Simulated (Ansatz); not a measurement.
(AgBr)2 ring (Ag2Br2). Charge 0, multiplicity 1. Geometry r2SCAN-D4/def2-SVP; atoms count from 1.

```xyz
4

Ag   -0.886   -0.827    0.650
Br    0.550    0.935    1.943
Ag    0.887    0.827   -0.650
Br   -0.550   -0.935   -1.943
```

In the def2 sets Ag takes a core potential; there is no spin–orbit coupling.

Q: Estimate the Mulliken populations from the PBE0/def2-TZVP orbitals of Ansatz.

A: 
```
atom  charge (e)  d electrons
 Ag1        0.41         9.93
 Br2       -0.41            –
 Ag3        0.41         9.93
 Br4       -0.41            –
```
Mulliken values and Mayer orders depend strongly on the basis.

Q: And the Mayer bond orders between bonded heavy atoms (over 0.3)?

A: Ag1–Br2 0.54 (2.62 Å); Ag1–Br4 0.54 (2.62 Å); Br2–Ag3 0.54 (2.62 Å); Ag3–Br4 0.54 (2.62 Å).
